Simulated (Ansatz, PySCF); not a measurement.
C3H7NOSi, SMILES C[C@@H](C#N)[SiH2]O. Atoms are numbered in the order given.

```xyz
13

C     -1.9213     0.0420     0.5760
C     -0.8203     0.2039    -0.4926
C     -0.1101     1.4709    -0.3665
N      0.5264     2.4286    -0.2065
Si     0.5279    -1.1563    -0.3472
O      1.3909    -0.9028     1.0522
H     -1.4852     0.0455     1.5863
H     -2.6610     0.8546     0.5181
H     -2.4458    -0.9146     0.4344
H     -1.2546     0.1492    -1.5066
H     -0.1337    -2.4775    -0.2120
H      1.3745    -1.0956    -1.5720
H      1.8340    -0.0479     1.1369
```
Charge 0, spin multiplicity 1.

Geometry: B3LYP-D3(BJ)/def2-SVP. The structure was generated by enumeration; whether it is a known compound was not checked. One conformer was computed; it need not be the lowest.

Two levels are set side by side: PBE-D3(BJ)/def2-SVP (Ansatz, an electronic-structure program) and B3LYP-D3(BJ)/def2-SVP (Ansatz). Each level has its own optimised geometry; the coordinates shown are those of the second. Frequencies come from the Hessian of PySCF at each geometry. Differences are taken from unrounded values.

```
quantity                            B3LYP-D3(BJ)
----------------------------------  ------------
mean bond length (Å)                       1.341
bond C1–C2 (Å)                             1.543
bond C2–C3 (Å)                             1.458
bond C2–Si5 (Å)                            1.921
bond C3–N4 (Å)                             1.161
bond Si5–O6 (Å)                            1.664
bond C1–H7 (Å)                             1.100
bond C1–H8 (Å)                             1.100
bond C1–H9 (Å)                             1.100
bond C2–H10 (Å)                            1.105
bond Si5–H11 (Å)                           1.484
bond Si5–H12 (Å)                           1.490
bond O6–H13 (Å)                            0.967
highest harmonic wavenumber (cm⁻¹)          3844
mean harmonic wavenumber (cm⁻¹)             1272
zero-point energy (kcal/mol)               60.02
```

### Question
What does PBE-D3(BJ) give, and how far is it from B3LYP-D3(BJ)? (The exact figures need the calculation; the answer reports its results.)

### Answer

| quantity | PBE-D3(BJ) | PBE-D3(BJ) minus B3LYP-D3(BJ) |
|---|---|---|
| mean bond length (Å) | 1.350 | 0.009 |
| bond C1–C2 (Å) | 1.543 | 0.001 |
| bond C2–C3 (Å) | 1.457 | -0.001 |
| bond C2–Si5 (Å) | 1.932 | 0.011 |
| bond C3–N4 (Å) | 1.175 | 0.014 |
| bond Si5–O6 (Å) | 1.676 | 0.013 |
| bond C1–H7 (Å) | 1.108 | 0.008 |
| bond C1–H8 (Å) | 1.108 | 0.008 |
| bond C1–H9 (Å) | 1.108 | 0.007 |
| bond C2–H10 (Å) | 1.113 | 0.008 |
| bond Si5–H11 (Å) | 1.498 | 0.014 |
| bond Si5–H12 (Å) | 1.504 | 0.014 |
| bond O6–H13 (Å) | 0.976 | 0.009 |
| highest harmonic wavenumber (cm⁻¹) | 3722 | -122 |
| mean harmonic wavenumber (cm⁻¹) | 1237 | -36 |
| zero-point energy (kcal/mol) | 58.33 | -1.69 |

GGA bonds tend to be longer and softer than those of functionals with exact exchange. Differences between two approximate levels are no errors against the true value.
